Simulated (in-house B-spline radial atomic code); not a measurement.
Values are calculated unless marked as measured or tabulated.
## Softness against transferability: the 3d channel of Br

Br, [Ar] 3d10 4s2 4p5, non-relativistic LDA (VWN5), spherical and spin-unpolarised, from an all-electron radial atomic-structure program (B-spline basis) (atomic units). The all-electron 3d level is ε = -2.522110 hartree and its outer maximum at 0.43 bohr.

Troullier-Martins pseudo-orbitals are made for several radii. The cutoffs (hartree) are the plane-wave energies beyond which the orbital holds less than the named kinetic energy per electron. The phase error is the difference, pseudo minus all-electron, of arctan(R P'/P) at R = 2.11 bohr for all radii, half a hartree below and above the level.

```csv
r_c (bohr),V_l(0) (hartree),cutoff for 10 mEh,for 1 mEh,for 0.1 mEh,phase error at ε − 0.5 (mrad),at ε + 0.5 (mrad)
0.97,-50.93,116,137,243,+0.1,+0.2
1.13,-42.05,93.6,111,193,+0.2,+0.5
1.29,-35.64,77.4,93,158,+0.3,+1.1
1.46,-30.57,65,77.9,131,+0.8,+2.3
1.63,-26.71,55.3,66.4,111,+1.7,+4.5
1.81,-23.53,47.6,57,94.7,+3.6,+8.6
```

Problem. Which radius needs the lowest cutoff for 0.1 mEh while both phase errors stay within 2.4 mrad?

Solution. The radii within that limit are 0.97, 1.13, 1.29, 1.46 bohr; of these r_c = 1.46 needs the least, 131 hartree, that is 262 Ry or 3565 eV.

Problem. What does the larger radius buy, and what does it cost?

Solution. From r_c = 0.97 to 1.81 bohr the cutoff for 1 mEh goes from 137 to 57 hartree, a factor of 2.40, against 3.48 for a pure 1/r_c² scaling, end to end; step by step it is 137, 111, 93, 77.9, 66.4, 57, and for 0.1 mEh 243, 193, 158, 131, 111, 94.7; the number of plane waves goes as the cutoff to the power 3/2, here a factor of 3.7. The larger of the two phase errors is least at r_c = 0.97 bohr, 0.2 mrad; it is 0.2 at the smallest radius and 8.6 at the largest. These errors test the reference atom alone. Large radii also let the cores of neighbours overlap, which an atom doesn't show.
